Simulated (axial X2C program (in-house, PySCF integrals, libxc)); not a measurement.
**The Sb pπ splitting in different molecules (EOM-EA-CCSD)**

Computed with an in-house all-electron X2C program for linear molecules (integrals from PySCF): two-component X2C with atomic mean-field Coulomb and Gaunt terms, Dyall basis sets with cores contracted in-house.

The first pair of π-type roots with Ω = 1/2 and 3/2, reached by adding an electron to a closed-shell reference; vertical energies, inner shells frozen. Splitting means E(3/2) − E(1/2).

Basis sets: Br dyall-acv3z, Cl dyall-av3z, F dyall-av3z, H dyall-av3z, S dyall-av3z, Sb dyall-acv3z. Correlated electrons in EOM-CCSD (inner shells frozen, about 90 virtual spinors): SbH²⁺ 14, SbF²⁺ 10, SbS⁺ 10, SbCl²⁺ 10, SbBr²⁺ 10, Sb₂ 10.

```
species  reference  R (Å)        main character  spinor gap ε(3/2) − ε(1/2), HF (cm⁻¹)
   SbH⁺      SbH²⁺  1.715    85% Sb pπ, 9% H pπ                                   3420
   SbF⁺      SbF²⁺  1.852    88% Sb pπ, 6% F pπ                                   3690
    SbS       SbS⁺  2.212   63% Sb pπ, 15% S pπ                                   2670
  SbCl⁺     SbCl²⁺  2.248   81% Sb pπ, 8% Cl pπ                                   3660
  SbBr⁺     SbBr²⁺  2.386  77% Sb pπ, 10% Br pπ                                   3710
   Sb₂⁻        Sb₂  2.474  64% Sb pπ, 15% Sb dπ                                    n/a
```

**Question.** Should these pairs be regular or inverted?

**Answer.** Regular: one electron outside a closed shell puts Ω = 1/2 lowest, with the sign of the spinor gap.

EOM-EA-CCSD gives:

```tsv
species	binding Ω = 1/2 (eV)	binding Ω = 3/2 (eV)	splitting (cm⁻¹)	lowest root?
SbH⁺	16.246	15.824	3404	yes
SbF⁺	16.062	15.634	3447	yes
SbS	7.487	7.256	1862	yes
SbCl⁺	15.158	14.752	3273	yes
SbBr⁺	14.722	14.301	3401	yes
Sb₂⁻	0.963	0.696	2153	yes
```

A negative binding energy means unbound at this level; the spinor gap is withheld where the HF spinor is unbound or of another character. A small p share on a heavy partner can supply much of the splitting, and mixing of Ω = 1/2 with σ states shifts it further.

States that need a further excitation are missing; levels can be off by some tenths of an eV, splittings by less.
